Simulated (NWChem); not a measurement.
System: C$_{2}$H$_{3}$ClF$_{2}$; SMILES FC(F)CCl

```xyz
8

F     -1.3102    -1.0299     0.0745
C     -0.0152    -0.8625    -0.3083
F      0.6782    -1.9987     0.0159
C      0.6192     0.2981     0.4420
Cl    -0.1317     1.8559    -0.0152
H      0.0144    -0.7244    -1.4139
H      0.4871     0.1382     1.5298
H      1.6992     0.3429     0.2057
```
Atoms are numbered in this order, from 1.

Results from NWChem. Pople sets run with spherical d functions. Geometry: optimised at PBE-D3(BJ)/def2-SVP. Level: B3LYP/6-31G* with COSMO at NWChem's default radii, gas-phase geometry; rows give the dielectric constant.

```tsv
dielectric constant	electrostatic solvation energy (kcal/mol)	dipole in solution (D)
1.5	-1.2	1.55
2.4	___	___
4.8	-3.1	1.74
20.7	-3.8	1.81
78.4	-3.9	1.83
```

Problem. What belongs in the gaps?

Solution. 
- 2.4, electrostatic solvation energy (kcal/mol): -2.2
- 2.4, dipole in solution (D): 1.65
